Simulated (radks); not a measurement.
Results of a calculation; reference values are marked as such.
Trend from B to Tl: ionisation energy by Delta-SCF between NIST ground configurations, and size. Code: a radial shooting solver on a logarithmic mesh with Libxc functionals. Model: Dirac Kohn-Sham, LDA (Slater exchange, Perdew-Wang correlation), spin-unpolarised, spherical densities, finite nucleus; open shells are shared between the two j in proportion to 2j + 1; Fermi nuclear charge, rms radius of each element as measured or else 0.836 A^(1/3) + 0.57 fm.

species      configuration  configuration of the ion  IE (eV)  NIST (eV)  kind  -e(HOMO) (eV)  outermost  <r> outermost (bohr)  r at 0.001 e/bohr^3 (bohr)
B             [He] 2s2 2p1                  [He] 2s2    8.321      8.298  exp.  3.714 (2p3/2)      2p3/2                  2.29                        3.92
Al            [Ne] 3s2 3p1                  [Ne] 3s2    5.841      5.986  exp.  2.778 (3p3/2)      3p3/2                  3.44                        4.55
Ga       [Ar] 3d10 4s2 4p1             [Ar] 3d10 4s2    5.884      5.999  exp.  2.694 (4p3/2)      4p3/2                  3.40                        4.40
In       [Kr] 4d10 5s2 5p1             [Kr] 4d10 5s2    5.600      5.786  exp.  2.601 (5p3/2)      5p3/2                  3.74                        4.62
Tl                [Hg] 6p1                      [Hg]    5.513      6.108  exp.  2.304 (6p3/2)      6p3/2                  3.95                        4.57

Reference values: NIST Atomic Spectra Database (measured). Spin polarisation and multiplet splitting are left out, so open shells lie too high by an amount that depends on their filling. Sharing an open shell by 2j + 1 raises it above the true ground level by a part of the spin-orbit splitting, which enters the differences from NIST.

Beside tabulated values, note that spin-unpolarised runs miss the spin-polarisation part of the exchange energy of open shells.
